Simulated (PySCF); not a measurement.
## Radial density of Dy⁴⁹⁺ (dysprosium, charge +49)

UHF, [Ne] 3s2 3p5, 2P determinant. Calculation: PySCF 2.14, in an even-tempered Gaussian basis (16 s from 11 bohr⁻², ratio 2.5; 10 p from 14 bohr⁻², ratio 2.5; 4 d from 60 bohr⁻², ratio 2.7; 4 f from 90 bohr⁻², ratio 2.7); the non-relativistic Hamiltonian (point nucleus).

```tsv
r (bohr)	4πr²ρ (e/bohr)	4πr²(ρα − ρβ)
0.000400	0.3920	0.0000
0.000673	1.070	0.0000
0.00113	2.849	0.0001
0.00191	7.279	0.0002
0.00320	17.35	0.0013
0.00539	36.83	0.0077
0.00907	64.50	0.0461
0.0153	83.58	0.2398
0.0257	77.21	0.9305
0.0431	84.63	2.0459
0.0726	101.6	1.0846
0.122	44.85	0.8213
0.205	42.96	5.8334
0.345	9.181	1.2182
0.581	0.08581	0.0102
```

A non-relativistic calculation at this Z misses sizeable relativistic shifts. Spin-orbit coupling, absent here, splits the open shell strongly.
